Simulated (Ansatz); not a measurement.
A nudged elastic band was laid between two geometries of AlH$_{3}$LiNO (7 atoms, charge 0, multiplicity 1).

Theory: Ansatz, RKS PBE0-D4/def2-SVP.

```yaml
movable_images: 5
climbing_image: yes
spring: 5.0 eV/Å²
optimiser: quadratic models (default)
start_path: through a guess of the saddle point
force_threshold: 0.05 eV/Å
iteration_limit: 60
end_points: relaxed
```

First end point:

```xyz
7
Properties=species:S:1:pos:R:3
Li -1.559 -2.491 -1.483
O -0.840 -1.163 -0.917
Al -0.142 0.295 -0.464
N 0.722 0.527 1.079
H -0.190 1.606 -1.374
H 1.146 1.402 1.366
H 0.862 -0.177 1.794
```

Last end point:

```xyz
7
Properties=species:S:1:pos:R:3
Li -1.551 -2.498 -1.468
O -0.846 -1.154 -0.925
Al -0.144 0.301 -0.468
N 0.719 0.524 1.078
H -0.183 1.615 -1.375
H 0.856 -0.183 1.791
H 1.149 1.395 1.367
```

**Question.** Which bonds break or form, and what moves?

**Answer.** No bond is made or broken.  The two ends are copies of one structure, up to a mirror image or an exchange of like atoms.

**Question.** Give the energies along the band, and the barrier.

**Answer.** The run converged. The highest image is number 3 of 0 to 6, 33.7 kJ/mol above the ends, which have the same energy within 2 meV. A vibrational analysis at the climbing image gives one clearly imaginary mode, 359i cm⁻¹: a first-order saddle point.

```csv
image,path coordinate (Å),energy (kJ/mol)
0,0.00,0.0
1,0.59,7.0
2,1.18,24.5
3,1.77,33.7
4,2.35,24.4
5,2.94,7.0
6,3.53,0.0
```

**Question.** What is the geometry of the highest image?

**Answer.** 
```xyz
7
Properties=species:S:1:pos:R:3
Li -1.352 -2.492 -1.536
O -0.718 -1.118 -0.971
Al -0.082 0.357 -0.486
N 0.654 0.695 1.136
H -0.114 1.580 -1.511
H 0.072 0.708 1.970
H 1.539 0.270 1.398
```

**Question.** What are the harmonic wavenumbers there?

**Answer.** 359i, 101, 134, 267, 345, 440, 657, 668, 738, 810, 1096, 1530, 1900, 3582, 3666 cm⁻¹.

The run took 4.2 min on 1 thread of Arm Neoverse V1, on a shared host, peak memory 0.14 GiB.
